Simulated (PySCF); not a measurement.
**Substituent effects on chemical shifts**

Parent skeleton `[O:1]=[C:2]1[CH2:3][CH2:4][CH2:5][NH:6]1`; one hydrogen on atom 4 is replaced by X. Hydrogens on one atom are averaged.

How the numbers were obtained: σ from GIAO-PBE0/pcSseg-1, structure optimised with GFN2-xTB, in PySCF 2.14 (isolated molecule, equivalent nuclei averaged, a single conformation, no relativistic terms).

Referencing at the same level of theory: ¹⁷O against H2O; TMS for ¹³C and ¹H; ¹⁵N vs NH3.

Parent (X = H): O1 398.9, C2 175.8, C3 31.4, C4 24.6, C5 44.3, N6 126.6, H(C3) 2.08, H(C4) 2.03, H(C5) 3.45 ppm. Effects are Δδ = δ(X) − δ(H), positive for deshielding.

Problem. Give Δδ (ppm) for X = SO2CH3, CF3, CN, CH=NMe.

Solution. 
```tsv
X	SMILES	O1	C2	C3	C4	C5	N6	H(C3)	H(C4)	H(C5)
SO2CH3	CS(=O)(=O)[C@@H]1CNC(=O)C1	+11.9	-1.0	+1.0	+42.7	+0.2	-0.7	+0.57	+1.21	+0.49
CF3	O=C1C[C@@H](C(F)(F)F)CN1	+3.8	-3.2	+0.6	+18.7	-0.5	-3.1	+0.27	+1.08	+0.14
CN	N#C[C@@H]1CNC(=O)C1	+6.7	-3.3	+5.7	-0.5	+4.0	-2.5	+0.43	+1.04	+0.24
CH=NMe	C/N=C/[C@@H]1CNC(=O)C1	+3.3	-0.6	+4.0	+19.9	+3.6	-1.8	+0.13	+0.93	+0.06
```

Problem. Which position responds most, and to which substituents?

Solution. C4: from -0.5 ppm with CN to +42.7 ppm with SO2CH3.

Unscaled 17O shifts of doubly bonded oxygen tend to come out too high, by tens of ppm or more. Experimental scales use liquid or dissolved standards, which lie at an offset from isolated H2O (liquid H2O: subtract about 36 ppm) and NH3 (liquid NH3: subtract about 20 ppm).
